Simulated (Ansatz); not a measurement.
Isolated molecules relaxed with PBE0-D4/def2-TZVP in Ansatz; ΔE leaves out vibrations. CCSD(T)/CBS is the MP2 limit (def2-TZVPP, def2-QZVPP) plus CCSD(T) − MP2 in def2-TZVPP, frozen cores. This one scheme is used for every species. Functionals use def2-TZVPP. B3LYP here is the variant with VWN-RPA as its local correlation; programs differ in this. One conformer a species, not always the lowest.

`FCC(F)CC(F)F` + CH₃OH → `COC(F)F` + `CC(F)CF`  (substitution at a C–C bond)

```csv
level,ΔE (eV)
BLYP-D4,-0.15
r2SCANh-D4,-0.18
ωB97M-V,-0.13
r2SCAN,-0.19
B3LYP,-0.17
BHLYP,-0.18
MP2/def2-SVP,-0.20
HF/def2-QZVPP,-0.22
```

What does CCSD(T)/CBS give? (Best estimate.)

Ansatz gave: -0.08 eV. The listed levels differ from it by -0.07, -0.10, -0.05, -0.11, -0.09, -0.10, -0.12, -0.14 eV.

Largest T1 diagnostic among the species: 0.011.

At CCSD(T), def2-SVP lies −0.13 eV from the extrapolated value and def2-TZVPP −0.04 eV. Leaving LDA and LC-ωPBE aside and taking each functional with its dispersion term where it has one, the values, not all of them listed here, spread over 0.05 eV, from B97M-V to ωB97M-V. LDA lies −0.03 eV from PBE without D4.
